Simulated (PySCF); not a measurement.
One entry of a table of gas-phase calculations, keyed by method. Lists by class give the value and the number of equivalent atoms.

```json
{
 "formula": "C8H8",
 "smiles": "C=Cc1ccccc1",
 "inchi": "InChI=1S/C8H8/c1-2-8-6-4-3-5-7-8/h2-7H,1H2",
 "charge": 0,
 "multiplicity": 1,
 "geometry_level": "PBE0-D3(BJ)/def2-SVP",
 "atoms_angstrom": [
  ["C", -2.749, -0.786, 0.292],
  ["C", -1.885, 0.235, 0.276],
  ["C", -0.432, 0.171, 0.075],
  ["C", 0.26, -1.034, -0.13],
  ["C", 1.637, -1.044, -0.316],
  ["C", 2.36, 0.151, -0.301],
  ["C", 1.69, 1.355, -0.1],
  ["C", 0.309, 1.363, 0.086],
  ["H", -3.816, -0.612, 0.451],
  ["H", -2.438, -1.824, 0.148],
  ["H", -2.279, 1.247, 0.427],
  ["H", -0.287, -1.979, -0.145],
  ["H", 2.155, -1.993, -0.473],
  ["H", 3.443, 0.141, -0.447],
  ["H", 2.244, 2.297, -0.087],
  ["H", -0.212, 2.311, 0.244]
 ],
 "electronic_structure_code": "PySCF",
 "results": {
  "PBE0-D3(BJ)/def2-SVP geometry optimisation, gas phase": {
   "point_group": "Cs",
   "rotational_constants_GHz": [5.183, 1.542, 1.189]
  },
  "PBE0/pcSseg-1 ground state and GIAO shieldings, non-relativistic": {
   "dipole_D": 0.16,
   "homo_eV": -6.62,
   "lumo_eV": -1.12,
   "shift_vs_computed_TMS_C_by_class_ppm": [
    [144.9, 1],
    [141.0, 1],
    [134.0, 2],
    [133.8, 1],
    [131.7, 2],
    [118.8, 1]
   ],
   "shift_vs_computed_TMS_H_by_class_ppm": [
    [7.54, 2],
    [7.43, 2],
    [7.32, 1],
    [6.62, 1],
    [6.21, 1],
    [5.54, 1]
   ],
   "charges_hirshfeld_e_by_atom": [-0.1, -0.05, 0.0, -0.05, -0.05, -0.05, -0.05, -0.05, 0.05, 0.05, 0.05, 0.05, 0.05, 0.05, 0.05, 0.05]
  },
  "B3LYP/pcJ-1 indirect spin-spin coupling, non-relativistic, gas phase; spin–dipole term left out": {
   "largest_one_bond_couplings_by_class_Hz": [
    ["13C–1H", 171.9, 1],
    ["13C–1H", 167.6, 1],
    ["13C–1H", 166.4, 2],
    ["13C–1H", 164.2, 2],
    ["13C–1H", 163.8, 1],
    ["13C–1H", 159.7, 1],
    ["13C–13C", 77.5, 1],
    ["13C–13C", 63.4, 2]
   ]
  }
 }
}
```

With B = h/(8π²I), that is 505.379 GHz u Å² over I, the principal moments of inertia are 97.5, 327.7 and 425.2 u Å² (most abundant isotopes). The dipole matches unit charges of opposite sign 0.03 Å apart (1 e·Å = 4.8032 D). The rotational constants make it an asymmetric top with κ = (2B − A − C)/(A − C) = -0.82, nearer the prolate limit (−1).

 NMR classes are plain means over equivalent atoms (diastereotopic ones count apart unless rotation or inversion swaps them), as if these changed places fast; in this geometry the members of some classes differ.

The values belong to the conformer `[CH2:1]=[CH:2][c:3]1[cH:4][cH:5][cH:6][cH:7][cH:8]1`: C1–C2–C3–C4 0°.
